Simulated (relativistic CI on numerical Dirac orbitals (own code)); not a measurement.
**Crystal-field levels of Cr5+, 3d**

Calculated by Dirac-Coulomb-Breit CI, orbitals from a KLI potential per configuration, a model potential for QED, valence Slater integrals scaled by 0.85, one configuration in a parametric crystal field (own radial code).

Field parameters in Wybourne normalisation: Td as Oh with Dq negative (B⁴₀ = 21Dq, B⁴₄ = √(5/14) B⁴₀). The field is a parameter set, without covalency.

S is read from ⟨S²⟩ = S(S + 1).

Levels (cm⁻¹, degeneracy): 0 (4), 17092 (4), 17623 (2).

Task: Which field gives this pattern?
A. Td, 10Dq = -17250 cm⁻¹
B. Td, 10Dq = -4700 cm⁻¹
C. Td, 10Dq = -8900 cm⁻¹
D. Td, 10Dq = -2600 cm⁻¹

Result: A. Td, 10Dq = -17250 cm⁻¹, ground level with S = 0.50.
